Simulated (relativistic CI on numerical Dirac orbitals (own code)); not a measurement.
d2 in a ligand field

Computed with a parametric ligand-field model of a d^n configuration (Racah B and C, spin-orbit zeta, crystal field), exact diagonalisation.

Field parameters in Wybourne normalisation: Oh B⁴₀ = 21Dq, B⁴₄ = √(5/14) B⁴₀; Td as Oh with Dq negative (B⁴₀ = 21Dq, B⁴₄ = √(5/14) B⁴₀). The field is a parameter set, without covalency.

Task: A d2 ion in Td symmetry has the ground term 3A2 and bands at 3T2 7600 cm⁻¹ (1316 nm), 3T1 12849 cm⁻¹ (778 nm), 1E 17124 cm⁻¹ (584 nm), 1T2 24219 cm⁻¹ (413 nm), 3T1 24801 cm⁻¹ (403 nm), 1A1 26442 cm⁻¹ (378 nm). Which parameters reproduce them?

Result: B = 990, C = 4950, ζ = 0 cm⁻¹, Td, 10Dq = -7600 cm⁻¹.

Task: Ground term and bands for B = 940, C = 3790, ζ = 0 cm⁻¹, Oh, 10Dq = 32800 cm⁻¹?

Result: Ground term 3T1 with 0.02 electrons in the two orbitals of the cubic e set. Spin-allowed: 3T2 30737 cm⁻¹ (325 nm), 3T1 42774 cm⁻¹ (234 nm), 3A2 63537 cm⁻¹ (157 nm). Lowest spin-forbidden: 1T2 13648 cm⁻¹ (733 nm), 1E 13813 cm⁻¹ (724 nm), 1A1 30745 cm⁻¹ (325 nm).

Task: A d2 ion in Oh symmetry has the ground term 3T1 and bands at 3T2 7617 cm⁻¹ (1313 nm), 1T2 14583 cm⁻¹ (686 nm), 1E 15248 cm⁻¹ (656 nm), 3A2 16417 cm⁻¹ (609 nm), 3T1 22035 cm⁻¹ (454 nm), 1T2 25172 cm⁻¹ (397 nm). Which parameters reproduce them?

Result: B = 1040, C = 3910, ζ = 0 cm⁻¹, Oh, 10Dq = 8800 cm⁻¹.

Task: Ground term and bands for B = 570, C = 2400, ζ = 0 cm⁻¹, Oh, 10Dq = 15200 cm⁻¹?

Result: Ground term 3T1 with 0.03 electrons in the two orbitals of the cubic e set. Spin-allowed: 3T2 14050 cm⁻¹ (712 nm), 3T1 21450 cm⁻¹ (466 nm), 3A2 29250 cm⁻¹ (342 nm). Lowest spin-forbidden: 1T2 8518 cm⁻¹ (1174 nm), 1E 8650 cm⁻¹ (1156 nm), 1A1 18554 cm⁻¹ (539 nm).

Task: A d2 ion in Oh symmetry has the ground term 3T1 and bands at 1T2 4666 cm⁻¹ (2143 nm), 1E 4701 cm⁻¹ (2127 nm), 1A1 10962 cm⁻¹ (912 nm), 3T2 18485 cm⁻¹ (541 nm), 3T1 22619 cm⁻¹ (442 nm), 3A2 37785 cm⁻¹ (265 nm). Which parameters reproduce them?

Result: B = 330, C = 1290, ζ = 0 cm⁻¹, Oh, 10Dq = 19300 cm⁻¹.
